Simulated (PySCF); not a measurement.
**The third ionisation energy along group 14**

Calculated with PySCF 2.14 from differences of total energies of unrestricted determinants, without spin-orbit coupling. Values in eV. The last column holds reference values (NIST; (s) semi-empirical, (t) theoretical, else measured). Unmarked ones compare directly (S terms, centres of terms, or small fine structure); those marked * lie between the lowest fine-structure levels and include a spin-orbit shift.

| element | configurations | LDA | PBE | PBE0 | MP2 (valence and next inner shell) | SCS-MP2 (valence and next inner shell) | CCSD(T) (valence and next inner shell) | reference |
| --- | --- | --- | --- | --- | --- | --- | --- | --- |
| C (x2c-TZVPPall, spin-free X2C) | [He] 2s2 → [He] 2s1 | 46.956 | 47.118 | 47.056 | 46.968 | 47.198 | 47.766 | 47.888 |
| Si (x2c-TZVPPall, spin-free X2C) | [Ne] 3s2 → [Ne] 3s1 | 33.629 | 33.491 | 33.351 | 33.132 | 33.253 | 33.406 | 33.493 |
| Sn (x2c-TZVPPall, spin-free X2C) | [Kr] 4d10 5s2 → [Kr] 4d10 5s1 | 31.177 | 30.697 | 30.358 | 30.384 | 30.320 | 30.316 | 30.506 |
| Pb (x2c-TZVPPall, spin-free X2C) | [Xe] 4f14 5d10 6s2 → [Xe] 4f14 5d10 6s1 | 32.679 | 32.177 | 31.822 | 31.900 | 31.771 | 31.657 | 31.937 |

Fill in the row of Ge (x2c-TZVPPall, spin-free X2C) ([Ar] 3d10 4s2 → [Ar] 3d10 4s1).

LDA 34.793; PBE 34.388; PBE0 34.021; MP2 (valence and next inner shell) 33.374; SCS-MP2 (valence and next inner shell) 33.438; CCSD(T) (valence and next inner shell) 33.588; reference 34.058 (eV).

"Valence" correlates the outer s and p shells and, in groups 3 to 12 and the f block, the outer d or f shell, open or full, or the next shell where the ion has no valence electron left; the wider scheme adds the next inner shell.
